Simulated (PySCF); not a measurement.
## From a raw peak list to a structure

Formula C7H9N. The spectrum was simulated from the full spin Hamiltonian at 300 MHz with 1.2 Hz Lorentzian lines, from shifts rounded to 0.01 ppm and J to 0.1 Hz, couplings under 1 Hz left out. Exchangeable protons (1H) are left uncoupled and out of the list.

Maxima in Hz from TMS (height), grouped by integral:
2H: 2180.7 (10), 2172.2 (18), 2163.7 (12), 2161.7 (3)
1H: 2017.9 (9), 2009.8 (16), 2001.7 (8)
2H: 1927.4 (23), 1918.5 (21)
3H: 828.0 (100)

Level of theory: geometry from PBE0-D3(BJ)/def2-SVP, couplings computed with B3LYP/pcJ-1 (spin–dipole term only in couplings to heteroatoms), shieldings: GIAO PBE0/pcSseg-1, in PySCF 2.14 (no solvent model, no relativistic terms, one conformer, rapidly exchanging positions averaged).

Scale: ¹H (σ = 31.27 ppm) against TMS (reference shieldings calculated alike).

(1) Analyse the multiplets.

(2) What is the compound?

## Answers

(1) ¹H NMR (300 MHz, computed): δ 7.24 (dd, J = 9.0, 8.1 Hz, 2H), 6.70 (t, J = 8.1 Hz, 1H), 6.41 (d, J = 9.0 Hz, 2H), 2.93 (br s, 1H), 2.76 (s, 3H). These are first-order names from the parameters used; overlap and second-order distortion can hide them in the list.

(2) `CNc1ccccc1`.

Numbering as in the mapped SMILES `[CH3:1][NH:2][c:3]1[cH:4][cH:5][cH:6][cH:7][cH:8]1` (H(Xn): hydrogen on atom n).

δ 7.24: H(C5)/H(C7), hydrogen on an aromatic CH, coupled to H(C4)/H(C8) (9.0 Hz), H(C6) (8.1 Hz). δ 6.70: H(C6), hydrogen on an aromatic CH, coupled to H(C5)/H(C7) (8.1 Hz). δ 6.41: H(C4)/H(C8), hydrogen on an aromatic CH, coupled to H(C5)/H(C7) (9.0 Hz). δ 2.93: H(N2), hydrogen on an aniline-type nitrogen. δ 2.76: H(C1), hydrogen on a methyl carbon bonded to N.

The data come from this structure; uniqueness wasn't tested.

OH and NH positions are those of a molecule without intermolecular hydrogen bonds; in solution they move with solvent, concentration and temperature, and exchange usually removes their couplings. Multiplet labels drop couplings under 1 Hz and merge nearly equal ones. Couplings among chemically equivalent protons are left out too, so labels in AA′BB′ or AA′XX′ sets are apparent multiplicities. Unscaled 3J(H,H) at this level run about 10 % above measured values. Couplings to exchangeable protons are dropped.
